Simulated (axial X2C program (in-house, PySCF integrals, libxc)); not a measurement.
How long does ZrF take?

A bond scan computed with an axial X2C code built on PySCF integrals. Basis: Zr dyall-cv3z [11s12p9d6f3g], F dyall-av3z [7s6p3d2f] (cores contracted in-house).

Input file and command:
```json
{"zs": [40, 9], "q": 0, "bas": ["dyall-cv3z", "dyall-av3z"], "levels": ["PBE0", "HF", "B97-3"], "cc": true, "r0": 2.18, "thr": -1.0, "nmax": 90, "npts": 10, "nst": 2, "ntry": 6}
```
```bash
python so2c.py task.json out
```

Keys: zs atomic numbers; q charge; bas basis sets; levels methods; cc coupled cluster on or off; r0 starting distance in Å; thr threshold in hartree for freezing inner shells (an s shell follows its p shell); nmax most natural virtual spinors; npts points on the curve; nst determinants followed; ntry starts of the search. HF also brings MP2.

Hardware: 1 thread of Arm Neoverse V2 (shared host).

Wall time of one point of each curve, integrals apart:

```csv
Hamiltonian,level,points,seconds a point
spin-free,PBE0,8,1.1
spin-free,HF,8,0.66
spin-free,"CCSD(T) (11 electrons, 89 virtuals)",7,5.1
spin-free,B97-3,8,1.2
2c,PBE0,8,1.5
2c,HF,8,1.2
2c,"CCSD(T) (11 electrons, 90 virtuals)",7,5.6
2c,B97-3,8,1.6
```

The rest:

Search with its distance optimisation 47 s, atoms 14 s, whole task 210 s. Coupled cluster runs on the points near the minimum only. The program drops outer points, and coupled cluster, when its time limit (not in the input) nears; MP2, further determinants and curves that did not converge are not in the table.
